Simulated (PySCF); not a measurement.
CdCl₂, SMILES [Cl][Cd][Cl].

Geometry: PBE-D3(BJ)/def2-TZVP. The isomer is the one that the SMILES or the coordinates give; other isomers of the formula were not compared. The def2 effective core potentials stand for the cores of Cd; spin–orbit coupling is left out.

Calculation: TDDFT-PBE/def2-SVPD (PySCF 2.14.0).

Vertical excitations; the highest root listed may be one member of a degenerate set.  State labels are in the subgroup D2h.

Computed excitation energies, oscillator strengths and character:
```csv
state,symmetry,energy (eV),λ (nm),f,main pairs
S1,B3g,4.51,275,0.000,HOMO→LUMO (degenerate set)
S2,B2g,4.51,275,0.000,HOMO−1→LUMO (degenerate set)
S3,B3u,4.91,252,0.023,HOMO−2→LUMO (degenerate set)
S4,B2u,4.91,252,0.023,HOMO−3→LUMO (degenerate set)
S5,B1u,6.18,201,0.042,"HOMO−4→LUMO 46 %, HOMO−1→LUMO+2 27 %, HOMO→LUMO+1 27 %"
S6,Au,6.25,198,0.000,"HOMO→LUMO+2 50 %, HOMO−1→LUMO+1 50 %"
S7,B1u,6.29,197,0.000,"HOMO→LUMO+1, HOMO−1→LUMO+2 (degenerate set)"
S8,Au,6.29,197,0.000,"HOMO−1→LUMO+1, HOMO→LUMO+2 (degenerate set)"
S9,Ag,6.58,188,0.000,"HOMO−5→LUMO 54 %, HOMO−2→LUMO+2 23 %, HOMO−3→LUMO+1 23 %"
S10,B1g,6.63,187,0.000,"HOMO−3→LUMO+2 50 %, HOMO−2→LUMO+1 50 %"
T1,B3g,4.20,295,0,HOMO→LUMO (degenerate set)
T2,B2g,4.20,295,0,HOMO−1→LUMO (degenerate set)
T3,B3u,4.56,272,0,HOMO−2→LUMO (degenerate set)
T4,B2u,4.56,272,0,HOMO−3→LUMO (degenerate set)
```
Triplets are in the Tamm–Dancoff approximation, which puts them higher than full response would, so one can lie above its singlet here.
